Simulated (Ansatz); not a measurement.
`F[BH][GeH2][F]` + H₂ → `[F][GeH3]` + `BF`  (hydrogenolysis of a Ge–B bond)

Calculated with Ansatz (gas phase, PBE0-D4/def2-TZVP geometries, no zero-point term in ΔE). CCSD(T)/CBS adds triple-zeta CCSD(T) − MP2 to the extrapolated MP2 energy (def2 sets, frozen cores). This one scheme is used for every species. Functionals use def2-TZVPP. For Ge outer-core shells are correlated without core-valence functions, which leaves a few kJ/mol of doubt a bond. Scalar relativity is left out up to krypton. Each species was taken in one conformer, which may not be the lowest.

CCSD(T)/CBS gives -37.4 kJ/mol.

**Question.** Another level gave -39.6 kJ/mol. Which?
A. PBE0-D4/def2-TZVPP
B. ωB97M-V/def2-TZVPP
C. HF/def2-TZVPP
D. PBE-D4/def2-TZVPP

**Answer.** B. ωB97M-V -39.6, PBE0-D4 -34.2, PBE-D4 -26.2, HF/def2-TZVPP -66.6 kJ/mol.

**Question.** What do rigid-rotor, harmonic-oscillator terms from PBE0-D4/def2-TZVP frequencies (298.15 K, 1 bar) make of the CCSD(T)/CBS value? (An estimate is asked.)

**Answer.** Ansatz gave: ΔZPE = +12.6 kJ/mol, ΔH = -29.6 kJ/mol, ΔS = 17 J/(mol·K), ΔG = -34.5 kJ/mol.

Largest T1 diagnostic among the species: 0.013.

From BLYP to BHLYP (50 % exact exchange), in def2-TZVPP and without D4, ΔE moves by −13.8 kJ/mol. Leaving LDA and LC-ωPBE aside and taking each functional with its dispersion term where it has one, the values, not all of them listed here, spread over 22.2 kJ/mol, from BHLYP-D4 to revPBE-D4. In def2-TZVPP, CCSD(T) changes the Hartree–Fock value by +26.2 kJ/mol (the triples alone add +4.2 kJ/mol) and MP2 by +25.5 kJ/mol.
